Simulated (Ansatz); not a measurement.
Computed with Ansatz on PBE0-D4/def2-TZVP structures; ΔE is electronic, products minus reactants. CCSD(T)/CBS is the MP2 limit (def2-TZVPP, def2-QZVPP) plus CCSD(T) − MP2 in def2-TZVPP, frozen cores. This one scheme is used for every species. Functionals use def2-TZVPP. def2 core potentials past Kr. For Hf, I outer-core shells are correlated without core-valence functions, which leaves a few kJ/mol of doubt a bond.

Reaction (ligand exchange at the Hf–Cl bond): `[Cl][Hf]([Cl])([Cl])[Cl]` + HI → `[Cl][Hf]([Cl])([Cl])[I]` + HCl

Question: Is it downhill or uphill in electronic energy at CCSD(T)/CBS, and by how much? (Estimate.)

Answer: The calculation gave: Uphill: ΔE = +8.2 kJ/mol.

Question: What do these levels give: PBE-D4, BLYP-D4, ωB97M-V, BLYP, PBE0, BHLYP? (Best estimate.)

Answer: The calculation gave: PBE-D4 12.8, BLYP-D4 17.8, ωB97M-V 16.5, BLYP 21.7, PBE0 13.3, BHLYP 18.7 kJ/mol.

Largest T1 diagnostic among the species: 0.014.

Leaving LDA and LC-ωPBE aside and taking each functional with its dispersion term where it has one, the values, not all of them listed here, spread over 16.2 kJ/mol, from PBE-QIDH to B97M-V. At CCSD(T), def2-SVP lies +13.1 kJ/mol from the extrapolated value and def2-TZVPP +1.5 kJ/mol. The D4 term adds −3.8 kJ/mol with B3LYP and −2.2 kJ/mol with PBE0; it sums over pairs of atoms, weighted by their polarisabilities, and B3LYP, whose exchange is more repulsive, gets the larger term.

B3LYP here is the variant with VWN-RPA as its local correlation; programs differ in this.
